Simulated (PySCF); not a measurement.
```xyz
4
charge 0 multiplicity 2, angstrom
I     0.0000    0.0000   -0.2227
O     1.6495    0.0000    0.5891
O    -0.8247    1.4285    0.5891
O    -0.8248   -1.4285    0.5891
```

These are results of UPBE0 in PySCF with I def2-SVP with ECP28, O def2-SVP; scalar-relativistic core potentials, no spin–orbit coupling; density-fitted integrals, not measurements.

This geometry of IO3 is a stationary point at this level.

Task: What is the point group?

Result: C3v.

Task: Is it a minimum?

Result: No: it has 2 imaginary modes (one degenerate set), at 846i cm⁻¹ (e).

Task: List the harmonic modes with their infrared intensities.

Result: 
```tsv
symmetry	ω (cm⁻¹)	IR (km/mol, summed over degenerate members)
e	846i	–
a1	289	36.7
e	325	160
a1	797	8.3
```

Task: Give the atomic charges and bond orders.

Result: 
```
  atom  Mulliken  Löwdin  polar tensor  spin (Mulliken)  Mayer order to I1
    I1      1.40    1.40         -3.24            -0.22                  –
O2,3,4     -0.47   -0.47          1.08             0.41               1.37
```

In C3v the vibrations span 2e + 2a1.

Other isomers or separated fragments may lie lower. At this level a doublet minimum of C3v symmetry lies 31 kJ/mol below this structure. Spin–orbit coupling, left out here, can matter for elements this heavy.
